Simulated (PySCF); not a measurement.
GeH5O3P, SMILES [OH][Ge]([OH])([OH])[PH2].

Geometry optimised at B3LYP-D3(BJ)/def2-SVP. The structure was generated by enumeration, and PubChem lists no compound with its InChIKey, so it may never have been made. One conformer was computed; it need not be the lowest.

Level of theory: TDA-PBE/def2-SVPD in PySCF 2.14.0.

Vertical excitations. 

```
state  energy (eV)  λ (nm)      f                                                               main pairs
-----  -----------  ------  -----  -----------------------------------------------------------------------
S1            5.57     223  0.108                                                           HOMO→LUMO 82 %
S2            6.01     206  0.019                                                         HOMO−1→LUMO 93 %
S3            6.25     199  0.007                                       HOMO→LUMO+2 64 %, HOMO→LUMO+1 20 %
S4            6.29     197  0.012                                                         HOMO−2→LUMO 85 %
S5            6.44     192  0.093                                                         HOMO−3→LUMO 79 %
S6            6.54     190  0.059  HOMO→LUMO+1 33 %, HOMO→LUMO+2 20 %, HOMO−1→LUMO+1 13 %, HOMO−3→LUMO 7 %
S7            6.67     186  0.008                                                       HOMO−1→LUMO+1 80 %
S8            6.80     182  0.025                                                       HOMO−1→LUMO+2 87 %
S9            6.87     180  0.015                                                         HOMO→LUMO+3 83 %
S10           6.94     179  0.003                                                       HOMO−2→LUMO+1 90 %
T1            4.95     251      0                                                           HOMO→LUMO 91 %
T2            5.66     219      0                                                         HOMO→LUMO+1 83 %
T3            5.73     216      0                                       HOMO→LUMO+2 54 %, HOMO−1→LUMO 38 %
T4            5.76     215      0                                       HOMO−1→LUMO 58 %, HOMO→LUMO+2 33 %
```
Triplets are in the Tamm–Dancoff approximation.
